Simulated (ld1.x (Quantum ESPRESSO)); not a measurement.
LDA (PZ) TM dataset for O, scalar-relativistic all-electron reference.

```
Element                 : oxygen
Generator               : ld1.x (Quantum ESPRESSO) 7.5
Type                    : norm-conserving Troullier–Martins (Kleinman–Bylander form)
Functional              : LDA (PZ)
Relativity              : scalar-relativistic
Frozen core             : [He]
Valence charge          : 6
Reference configuration : 2s2 2p3.75 (charge +0.25)
Partial waves           : 2s (bound): rc 0.75 bohr; 2p (bound): rc 2.15 bohr
Local potential         : all-electron potential smoothed inside 0.65 bohr (lloc = -1)
Core correction         : a·sin(br)/r model core, default radius (core density twice the valence density)
```

All-electron outer shells of the reference configuration (LDA (PZ), scalar-relativistic, ld1.x):

```tsv
shell	level (eV)	outermost node (bohr)	outermost maximum (bohr)
1s	-515.06	–	0.13
2s	-27.34	0.28	0.87
2p	-12.69	–	0.81
```

(1) Estimate the cutoffs (Ry, on a coarse ladder) from which the occupation-weighted sum of valence levels, in a spherical-Bessel basis at the reference potential, stays within 10 and 1 mRy of its value at 400 Ry.

(2) Does the potential have ghost states?

(3) Which valence shell sets the plane-wave cutoff?

(4) Tests: 2s2 2p4; 2s2 2p3; 2s2 2p2; 2s1 2p4; 2s0 2p6; 2s1 2p5; 2s2 2p1. Which has the largest error in its energy relative to the reference configuration, and how large is it?

Answers

(1) 80 Ry and 200 Ry.

(2) No extra level below or beside the all-electron valence levels (s, p, d, f tested).

(3) 2s: its level needs 180 Ry to come within 1 mRy, against 35 Ry for 2p.

(4) 2s2 2p1, with +2773 meV (all-electron minus pseudo) on +101.52 eV.
